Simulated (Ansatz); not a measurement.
This geometry of CH3BClO (7 atoms, charge 1, multiplicity 1) is a first-order saddle point.

All numbers below come from Ansatz 0.2.0, RKS BHLYP/6-31G.

```xyz
7
Properties=species:S:1:pos:R:3
O -0.841 1.275 0.009
C 0.100 0.578 0.488
B 0.524 -0.887 -0.069
Cl -0.415 -1.496 -1.413
H -1.373 0.943 -0.749
H 0.601 1.061 1.317
H 1.405 -1.473 0.417
```

Question: Which two structures does it join? (They come from a converged band through this point; their orientation in space is the band's.)

Answer: No bond is made or broken. The dihedral O1–C2–B3–Cl4 goes from -88 to 87°. The two ends are copies of one structure, up to a mirror image or an exchange of like atoms.

Image 0:

```xyz
7
Properties=species:S:1:pos:R:3
O -0.628 1.445 -0.059
C -0.096 0.445 0.517
B 0.483 -0.862 -0.156
Cl -0.589 -2.203 -0.457
H -0.754 1.486 -1.028
H -0.045 0.579 1.593
H 1.629 -0.891 -0.410
```

Image 6:

```xyz
7
Properties=species:S:1:pos:R:3
O -0.591 1.459 -0.080
C 0.173 0.552 0.375
B 0.170 -0.986 0.011
Cl 1.099 -1.531 -1.360
H -1.276 1.278 -0.754
H 0.870 0.941 1.111
H -0.445 -1.714 0.697
```

Question: How far does it lie above each of them?

Answer: 5.5 kJ/mol above the first and 5.5 kJ/mol above the second. This is the barrier of this one path; another mechanism may lie lower. Limits of this set-up: no polarisation functions.

Time of the run: 100 s on 1 thread of Intel(R) Xeon(R) Processor @ 2.70GHz, on a shared host, peak memory 0.12 GiB.
